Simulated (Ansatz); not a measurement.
Which is lower?

The two ends of one reaction step of Si4H10F2, singlet (PBE0-D4/def2-TZVP).

A:

Si1  (-0.698, 0.133, -0.568)
Si2  (-0.958, 1.281, 1.468)
Si3  (-0.653, -2.186, -0.169)
Si4  (1.194, 0.953, -1.704)
F5  (-2.013, 0.474, -1.454)
H6  (1.432, -0.038, 1.646)
F7  (1.835, -0.586, 1.011)
H8  (0.237, 1.003, 2.338)
H9  (-1.010, 2.757, 1.295)
H10  (-2.146, 0.828, 2.238)
H11  (-0.551, -2.451, 1.291)
H12  (-1.927, -2.772, -0.669)
H13  (0.489, -2.830, -0.865)
H14  (0.729, 1.744, -2.876)
H15  (2.062, -0.156, -2.173)
H16  (1.978, 1.846, -0.810)
(Å)

B:

```tsv
atom	x (Å)	y (Å)	z (Å)
Si1	0.3968	-0.5213	-0.5415
Si2	-0.9357	1.9907	2.8888
Si3	-0.4922	-2.6709	-0.8773
Si4	1.3708	0.5338	-2.4020
F5	-0.7742	0.4230	0.0129
H6	0.3222	1.2044	2.8533
F7	1.4896	-0.6015	0.6248
H8	-1.0247	2.7094	4.1874
H9	-0.9412	2.9826	1.7849
H10	-2.1020	1.0826	2.7565
H11	-1.0720	-3.1972	0.3857
H12	-1.5475	-2.5977	-1.9221
H13	0.5918	-3.5737	-1.3469
H14	0.3468	0.6648	-3.4721
H15	2.4895	-0.3075	-2.9033
H16	1.8819	1.8785	-2.0292
```

Computed with Ansatz 0.2.0 (basis: def2-TZVPP); correlated methods freeze the cores. B3LYP uses VWN-RPA correlation.

(1) Which structure is lower at CCSD(T), and by how much? (Judge from chemistry; the value comes from the calculation.)

T1 diagnostic: at most 0.014.

## Answers

(1) The calculation gives: B, by 31.92 kcal/mol (electronic energy, against the other). By their contacts, A is a complex of Si₄H₉F ([F][Si]([SiH3])([SiH3])[SiH3]) + HF and B is a complex of Si₃H₆F₂ ([F][Si]([F])([SiH3])[SiH3]) + SiH₄.

All methods give the same order:

```json
{"method": "SPW92", "E(B) − E(A) (kcal/mol)": "-23.47"}
{"method": "PBE-D4", "E(B) − E(A) (kcal/mol)": "-25.41"}
{"method": "BLYP-D4", "E(B) − E(A) (kcal/mol)": "-30.98"}
{"method": "r2SCAN-D4", "E(B) − E(A) (kcal/mol)": "-30.21"}
{"method": "B97M-V", "E(B) − E(A) (kcal/mol)": "-30.71"}
{"method": "PBE0-D4", "E(B) − E(A) (kcal/mol)": "-27.10"}
{"method": "B3LYP-D4", "E(B) − E(A) (kcal/mol)": "-32.00"}
{"method": "r2SCAN0-D4", "E(B) − E(A) (kcal/mol)": "-30.63"}
{"method": "BHLYP-D4", "E(B) − E(A) (kcal/mol)": "-34.05"}
{"method": "CAM-B3LYP-D4", "E(B) − E(A) (kcal/mol)": "-34.16"}
{"method": "wB97X-V", "E(B) − E(A) (kcal/mol)": "-31.64"}
{"method": "wB97M-V", "E(B) − E(A) (kcal/mol)": "-31.90"}
{"method": "B2PLYP", "E(B) − E(A) (kcal/mol)": "-34.56"}
{"method": "PBE-QIDH", "E(B) − E(A) (kcal/mol)": "-30.48"}
{"method": "RPA on PBE", "E(B) − E(A) (kcal/mol)": "-33.23"}
{"method": "HF", "E(B) − E(A) (kcal/mol)": "-42.93"}
{"method": "MP2", "E(B) − E(A) (kcal/mol)": "-32.27"}
{"method": "CCSD", "E(B) − E(A) (kcal/mol)": "-33.57"}
{"method": "CCSD(T)", "E(B) − E(A) (kcal/mol)": "-31.92"}
```

Labels in which every atom is bracketed show which atoms are joined, not bond orders.

For scale, one of the runs: CCSD(T)/def2-TZVPP, 370 basis functions, launched by `ansatz run in.yaml --threads 2 --pin off --events-out ev --progress --plain --max-ram 32768MiB --backend cuda --devices 0, --max-vram 18GiB`. Hardware: 2 CPU threads of an AMD EPYC 7R13 and a share of one NVIDIA H100, shared host. Wall time 25 s; peak host memory 0.86 GiB.
